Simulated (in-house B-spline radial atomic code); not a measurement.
Successive ionisation energies of platinum; each step leads to the configuration of the next row (after the last: [Kr] 4d10 4f5/2(4)). Dirac energy differences include first-order Breit, QED and recoil terms. NIST's values go from ground level to ground level; the uncertainty of those that are theory runs from under 0.1 % in few-electron ions to several per cent in heavy many-electron ones. Computed with a B-spline radial code for spherical atoms: Dirac-Hartree-Fock, jj configuration that fills j = l - 1/2 first, finite nuclei.

A number in brackets counts the electrons of a j subshell.

```tsv
ion	configuration	ionisation energy (eV)	tabulated value (eV)	computed minus tabulated (eV)	highest orbital	largest mean radius (bohr)
Pt15+	[Kr] 4d10 4f14 5s2 5p1/2(1)	350.6	358	-7.4	5p1/2	0.92351
Pt16+	[Kr] 4d10 4f14 5s2	414.6	392	22.6	5s1/2	0.87524
Pt17+	[Kr] 4d10 4f5/2(6) 4f7/2(7) 5s2	455.5	445	10.5	5s1/2	0.86128
Pt18+	[Kr] 4d10 4f5/2(6) 4f7/2(6) 5s2	471.9	479	-7.1	5s1/2	0.84788
Pt19+	[Kr] 4d10 4f5/2(6) 4f7/2(6) 5s1	500.0	507	-7.0	5s1/2	0.83982
Pt20+	[Kr] 4d10 4f5/2(6) 4f7/2(6)	561.6	550	11.6	4f7/2	0.46829
Pt21+	[Kr] 4d10 4f5/2(6) 4f7/2(5)	606.4	610	-3.6	4f7/2	0.46045
Pt22+	[Kr] 4d10 4f5/2(6) 4f7/2(4)	652.3	660	-7.7	4f7/2	0.45299
Pt23+	[Kr] 4d10 4f5/2(6) 4f7/2(3)	699.3	710	-10.7	4f7/2	0.44774
Pt24+	[Kr] 4d10 4f5/2(6) 4f7/2(2)	747.5	760	-12.5	4f7/2	0.44424
Pt25+	[Kr] 4d10 4f5/2(6) 4f7/2(1)	796.9	820	-23.1	4f7/2	0.44076
Pt26+	[Kr] 4d10 4f5/2(6)	857.6	870	-12.4	4f5/2	0.43728
Pt27+	[Kr] 4d10 4f5/2(5)	909.4	930	-20.6	4f5/2	0.43356
```
